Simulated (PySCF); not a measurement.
A structure optimised at B3LYP-D3(BJ)/def2-SVP, used in a PySCF frequency run:

```xyz
12

Si     1.0420    -0.2139     0.0700
F      2.2757     0.7771    -0.3349
C     -0.5873     0.7240    -0.0437
C     -1.6888    -0.1349     0.5075
C     -2.4988    -0.9163    -0.2158
H      1.0415    -1.3570    -0.8807
H      1.2758    -0.6863     1.4615
H     -0.4917     1.6692     0.5170
H     -0.7660     0.9797    -1.1015
H     -1.7848    -0.1488     1.6004
H     -2.4412    -0.9458    -1.3091
H     -3.2543    -1.5473     0.2591
```

Q: Write its SMILES and formula.

A: C=CC[SiH2]F, C₃H₇FSi

Q: What are its rotational constants (standard atomic weights)?

A: 12.802, 1.7264, 1.6597 GHz
